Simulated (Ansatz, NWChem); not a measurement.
## AsF3 (arsenic trifluoride): from total energies to a heat of formation

The species is AsF3 (4 atoms), meant as a singlet with charge 0. As SMILES, `F[As](F)F`. Geometry: relaxed at PBE0-D4/def2-TZVP.

Total energies at B3LYP/6-31G* (Cartesian functions) (NWChem 7.3.0); the atoms run unrestricted:

| species | state | energy (Eh) |
| --- | --- | --- |
| AsF3 | singlet | -2535.217173 |
| F | doublet | -99.715535 |
| As | quartet | -2235.568314 |

Harmonic wavenumbers at PBE0-D4/def2-TZVP, in cm⁻¹: 260, 260, 335, 705, 705, 745.

Measured heats of formation of the gaseous atoms at 298.15 K, in kJ/mol: F 79.4, As 302.5. Spin-orbit lowering of the atoms at 298 K (mean of the ground term's levels less their thermal mean, from spectra), in kJ/mol: F 1.29. Take 1 Eh = 2625.50 kJ/mol, 1 cm⁻¹ = 0.0119627 kJ/mol, RT = 2.479 kJ/mol.

Q: What heat of formation follows?

A: 
1. Electronic atomisation energy: 3 × (-99.715535) + (-2235.568314) − (-2535.217173) = 0.502254 Eh = 1318.7 kJ/mol.
2. Zero-point energy: half the sum of the wavenumbers, 1505 cm⁻¹ = 18.0 kJ/mol.
3. Thermal vibrational enthalpy, Σ hcν̃/(exp(hcν̃/kT) − 1): 4.3 kJ/mol. Translation, rotation and pV of a non-linear molecule: 4 RT = 9.9 kJ/mol.
4. The 4 free atoms carry 5/2 RT each: 24.8 kJ/mol.
5. Spin-orbit coupling lowers the free atoms by 3 × 1.29 = 3.9 kJ/mol.
6. Atomisation enthalpy at 298 K: 1318.7 − 3.9 − 18.0 − 4.3 − 9.9 + 24.8 = 1307.4 kJ/mol.
7. Sum of the atoms' heats of formation: 540.7 kJ/mol. Heat of formation: 540.7 − 1307.4 = -766.7 kJ/mol.

The tabulated value is -785.8 kJ/mol (CRC Handbook of Chemistry and Physics; in doubt, as an older value, an estimate or one at odds with other calculations), so this level is off by +19.1 kJ/mol, or 1.4 % of the atomisation enthalpy that the table implies (1326.4 kJ/mol). Relativity is left out. Anharmonicity and any spin-orbit splitting of the molecule are left out.
